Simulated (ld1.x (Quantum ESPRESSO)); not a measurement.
# Scattering properties, ultrasoft potential for Mn

ld1.x (Quantum ESPRESSO) 7.5 input, shortened:

```
&input
   title='Mn', zed=25., rel=2, dft='PZ', iswitch=3,
   config='[Ar] 3d5 4s2 4p0 4f-2', rel_dist='average'
 /
 &inputp
   pseudotype=3, tm=.true., lloc=-1, rcloc=2.60,
   nlcc=.true., rcore=1.25
 /
8
4S  1  0   2.00   0.00  2.45  2.75  0.0
4S  1  0   0.00   0.05  2.45  2.75  0.0
4P  2  1   0.00   0.00  2.85  3.75  0.0
4P  2  1   0.00   0.60  2.85  3.75  0.0
3D  3  2   5.00   0.00  1.00  1.35  0.0
3D  3  2   0.00   1.25  1.00  1.35  0.0
4F  4  3  -2.00   0.05  3.10  3.60  0.0
4F  4  3  -2.00   2.55  3.10  3.60  0.0
 &test
   configts(1)='3d5 4s2 4p0'
 /
```

Open shells are filled in proportion to 2j + 1 (rel_dist='average').

The phase is arctan(r·u′/u) with u = r·R(r), unwrapped; energies in Ry, scanned from -3 to 5 Ry. A pole is an energy at which the radial function vanishes at the test radius. The pseudo phase is shifted by a multiple of π to meet the all-electron one at the reference energy, and phase errors are pseudo minus all-electron; the curves can meet again beyond the range given. Levels narrower than the energy grid can be missing from the lists of poles.

Question: For each channel, where are the poles, and over which energies does the pseudopotential scatter like the atom?

Answer:

```
channel  radius (bohr)  reference energy (Ry)  poles, all-electron      poles, pseudo  unbroken range about the reference energy with phases within 0.05 rad  phase error 1 Ry above the reference energy (rad)
      s           4.05                  -0.39          -0.09, 2.77  -0.09, 2.73, 4.49                                                              below 3.6                                             +0.000
   p1/2           4.05                  -0.11           0.44, 3.36         0.44, 2.90                                                              below 1.5                                             -0.000
   p3/2           4.05                  -0.11           0.46, 3.39         0.46, 2.93                                                              below 1.5                                             -0.000
   d3/2           4.05                  -0.52    -0.50, 1.43, 4.46  -0.50, 1.43, 4.50                                                        the whole range                                             +0.001
   d5/2           4.05                  -0.51    -0.49, 1.44, 4.46  -0.49, 1.44, 4.51                                                        the whole range                                             +0.001
   f5/2           4.05                   0.05           2.04, 4.89               2.04                                                        the whole range                                             +0.014
   f7/2           4.05                   0.05           2.04, 4.89               2.04                                                        the whole range                                             +0.014
```

Phases in the f7/2 channel:

```json
{"E (Ry)": "-3.00", "all-electron": "1.439", "pseudo": "1.439"}
{"E (Ry)": "-2.52", "all-electron": "1.429", "pseudo": "1.429"}
{"E (Ry)": "-2.04", "all-electron": "1.416", "pseudo": "1.416"}
{"E (Ry)": "-1.56", "all-electron": "1.400", "pseudo": "1.400"}
{"E (Ry)": "-1.08", "all-electron": "1.377", "pseudo": "1.377"}
{"E (Ry)": "-0.60", "all-electron": "1.341", "pseudo": "1.341"}
{"E (Ry)": "-0.12", "all-electron": "1.280", "pseudo": "1.280"}
{"E (Ry)": "0.36", "all-electron": "1.135", "pseudo": "1.135"}
{"E (Ry)": "0.84", "all-electron": "0.435", "pseudo": "0.442"}
{"E (Ry)": "1.32", "all-electron": "-1.199", "pseudo": "-1.192"}
{"E (Ry)": "1.80", "all-electron": "-1.503", "pseudo": "-1.500"}
{"E (Ry)": "2.28", "all-electron": "-1.631", "pseudo": "-1.629"}
{"E (Ry)": "2.76", "all-electron": "-1.779", "pseudo": "-1.781"}
{"E (Ry)": "3.24", "all-electron": "-2.574", "pseudo": "-2.594"}
{"E (Ry)": "3.72", "all-electron": "-4.422", "pseudo": "-4.405"}
{"E (Ry)": "4.20", "all-electron": "-4.615", "pseudo": "-4.598"}
{"E (Ry)": "4.68", "all-electron": "-4.689", "pseudo": "-4.668"}
```
